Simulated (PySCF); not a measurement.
Constitutional and geometric isomers with formula CH6Si3. All species are isolated molecules in the gas phase. One relaxed conformer stands for each flexible species; it need not be the lowest. Strings in code marks are SMILES.

All values below come from PBE0-D3(BJ)/def2-TZVP (PySCF). All candidates: neutral, multiplicity 1. Excitations are Tamm–Dancoff values on a coarser integration grid. The basis has no diffuse functions, so Rydberg states are missing or too high.

The HOMO is -6.53 eV and the S1 excitation (TDA) comes out as 3.22 eV. The HOMO–LUMO gap is 4.71 eV.

Say which member has these values.
A. `C[SiH]1[SiH]=[SiH]1`
B. `C[Si]1=[SiH][SiH2]1`
C. `[SiH2]=C=[SiH][SiH3]`
D. `[SiH2]=C[SiH]=[SiH2]` (Si–C–Si–Si torsion 48°)

C, `[SiH2]=C=[SiH][SiH3]`. The others give `C[SiH]1[SiH]=[SiH]1`: -6.02 eV, 3.81 eV, 4.36 eV; `C[Si]1=[SiH][SiH2]1`: -5.85 eV, 3.95 eV, 4.52 eV; `[SiH2]=C[SiH]=[SiH2]` (Si–C–Si–Si torsion 48°): -5.48 eV, 2.77 eV, 3.16 eV
